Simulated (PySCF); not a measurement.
How methods differ on the ionisation energy of Cd⁺

Cd⁺ [Kr] 4d10 5s1 (2S) → Cd²⁺ [Kr] 4d10 (1S), as a difference of total energies. All numbers are calculated (PySCF 2.14, a scalar-relativistic core potential, in def2-QZVPPD with the def2 core potential (28 electrons) (7s5p4d4f2g, 88 functions)). Correlated levels: valence and next inner shell: nothing frozen outside the core potential. The calculations carry no spin-orbit coupling.

| method | ionisation energy (eV) |
| --- | --- |
| UHF | 15.585 |
| MP2 (valence and next inner shell) | 16.976 |
| SCS-MP2 (valence and next inner shell) | 16.741 |
| CCSD (valence and next inner shell) | 16.740 |
| CCSD(T) (valence and next inner shell) | 16.845 |

Question: How much does correlation contribute at CCSD(T) (valence and next inner shell)?

Answer: 16.845 − (15.585) = 1.260 eV, measured against UHF.

Errors of the correlated levels include the incompleteness of this basis.

For comparison: 16.908 eV (measured; NIST Atomic Spectra Database, ionization energies).
